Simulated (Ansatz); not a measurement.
Consider the redistribution: `C[O][GaH][SH]` + `C[O][SnH]([F])[O][SiH3]` → `C[O][Ga]([SH])[O][SiH3]` + `C[O][SnH2][F]`.

Computed with Ansatz on PBE0-D4/def2-TZVP structures; ΔE is electronic, products minus reactants. CCSD(T)/CBS is the MP2 limit (def2-TZVPP, def2-QZVPP) plus CCSD(T) − MP2 in def2-TZVPP, frozen cores. Functionals use def2-TZVPP. Elements past krypton have def2 core potentials. For Ga, Sn outer-core shells are correlated without core-valence functions, which leaves a few kJ/mol of doubt a bond. Scalar relativity is left out up to krypton. One conformer a species, not always the lowest.

`C[O][GaH][SH]`:

Z-matrix (Å, degrees):
```
C
O 1 1.402
H 1 1.098 2 112.4
H 1 1.094 2 108.5 3 118.9
H 1 1.098 2 112.4 3 -122.2
Ga 2 1.780 1 124.3 3 61.2
S 6 2.200 2 117.7 1 -0.1
H 6 1.547 2 118.2 1 180.0
H 7 1.344 6 93.8 2 0.0
```

`C[O][SnH]([F])[O][SiH3]`:

Cartesian coordinates in Å:
```
C -1.933 0.833 0.593
O -0.819 1.554 1.085
Sn 0.952 0.781 1.052
F 0.857 -0.832 2.079
O 1.325 0.140 -0.734
Si 1.109 -1.252 -1.574
H -2.103 -0.092 1.155
H -1.826 0.583 -0.468
H -2.812 1.471 0.706
H 2.124 1.835 1.641
H -0.253 -1.806 -1.341
H 1.267 -0.940 -3.017
H 2.112 -2.275 -1.178
```

`C[O][Ga]([SH])[O][SiH3]`:

Z-matrix (Å, degrees):
```
C
O 1 1.409
H 1 1.096 2 111.4
H 1 1.097 2 113.1 3 121.9
H 1 1.094 2 108.4 3 -118.8
Ga 2 1.773 1 123.3 3 -84.6
O 6 1.771 2 120.6 1 -1.9
S 6 2.172 2 120.1 1 178.8
Si 7 1.630 6 143.1 2 6.4
H 8 1.345 6 91.7 2 -0.4
H 9 1.490 7 111.1 6 50.5
H 9 1.490 7 110.9 6 -69.6
H 9 1.485 7 108.9 6 170.5
```

`C[O][SnH2][F]`:

```xyz
9

C     1.405    0.200   -0.386
O     0.100    0.646   -0.675
Sn   -1.421   -0.007    0.348
F    -1.501   -1.893   -0.019
H     2.105    0.799   -0.974
H     1.668    0.323    0.674
H     1.547   -0.853   -0.654
H    -1.102    0.090    2.017
H    -2.801    0.696   -0.332
```

Question: Is it downhill or uphill in electronic energy at CCSD(T)/CBS, and by how much? (An estimate is asked.)

Answer: Computed: Downhill: ΔE = -15.1 kJ/mol.

Question: What do these levels give: PBE-D4, r2SCAN-D4, ωB97X-V, CCSD(T)/def2-TZVPP, MP2/CBS(def2), CCSD/CBS(def2)? (Estimate.)

Answer: The calculation gave: PBE-D4 -16.5, r2SCAN-D4 -18.4, ωB97X-V -19.9, CCSD(T)/def2-TZVPP -24.4, MP2/CBS(def2) -15.1, CCSD/CBS(def2) -16.9 kJ/mol.

Largest T1 diagnostic among the species: 0.014.

From PBE to PBE0 (25 % exact exchange), in def2-TZVPP and without D4, ΔE moves by −4.6 kJ/mol. In def2-TZVPP, CCSD(T) changes the Hartree–Fock value by +4.2 kJ/mol (the triples alone add +1.8 kJ/mol) and MP2 by +4.2 kJ/mol.
